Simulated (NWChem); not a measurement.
C2H6OSi, singlet; SMILES CO[Si]C

```xyz
10

Si    -0.7893    -0.7667    -0.0001
C      1.0234    -1.3970     0.0001
H      1.0396    -2.4984    -0.0004
H      1.5826    -1.0533     0.8895
H      1.5831    -1.0525    -0.8887
O     -0.5913     0.8901     0.0003
C      0.5054     1.7587    -0.0001
H      1.4738     1.2301     0.0069
H      0.4682     2.4033    -0.8938
H      0.4605     2.4131     0.8860
```
Atoms are numbered in this order, from 1.

Program: NWChem. Medium grid unless said otherwise, to which SCAN and Minnesota functionals are sensitive. Low-valent species are run as closed-shell singlets; no triplet was tried in these runs. Structure relaxed at the PBE0/def2-SVP level. Hybrids' shares of exact exchange are those that their runs print; pure functionals count as 0. The functionals differ in more than this share.

| row | share of exact exchange | orbital gap (eV) |
|---|---|---|
| PBE/def2-SVP | 0.00 | 2.74 |
| BLYP/def2-SVP | 0.00 | 2.76 |
| B3LYP/def2-SVP | 0.20 | 4.31 |
| PBE0/def2-SVP | 0.25 | 4.67 |
| M06-2X/def2-SVP | 0.54 | withheld |

Fit a straight line of the last column on the one before it, predict the withheld value, and compare with the run.


1. Means of the 4 shown rows: x = 0.113, y = 3.620. Slope Σ(x − x̄)(y − ȳ)/Σ(x − x̄)² = 0.4005/0.05188 = 7.720; intercept 2.751.
2. The shown rows scatter about the line by 0.012 (root mean square); the largest residual is +0.01, at B3LYP/def2-SVP.
3. At x = 0.54 (M06-2X/def2-SVP; beyond the shown range) the line gives 6.92.
4. The run gives 6.54, -0.38 from the line.
